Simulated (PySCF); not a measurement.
C2H6F2Si, SMILES C[Si@H](F)CF. Geometry optimised at PBE0-D3(BJ)/def2-SVP. The structure was generated by enumeration; whether it is a known compound was not checked. The values are those of a single conformer.

### Question
Give the equilibrium geometry at PBE0-D3(BJ)/def2-SVP (PySCF confirms it by a frequency run) as a Z-matrix. (Estimate from the structure and the level; the computed values follow.)

### Answer
Several could match; the one computed here: 
```
Si
F 1 1.6309
H 1 1.4887 2 107.19
C 1 1.8620 3 112.73 2 -119.35
H 4 1.1008 1 110.58 3 61.62
H 4 1.1011 5 107.87 1 -121.74
H 4 1.1015 5 107.85 6 -116.68
C 1 1.8889 3 109.66 2 117.21
F 8 1.3789 1 111.11 3 -47.87
H 8 1.1059 9 109.22 1 122.16
H 8 1.1067 10 106.72 9 -117.83
```
Charge 0, spin multiplicity 1.
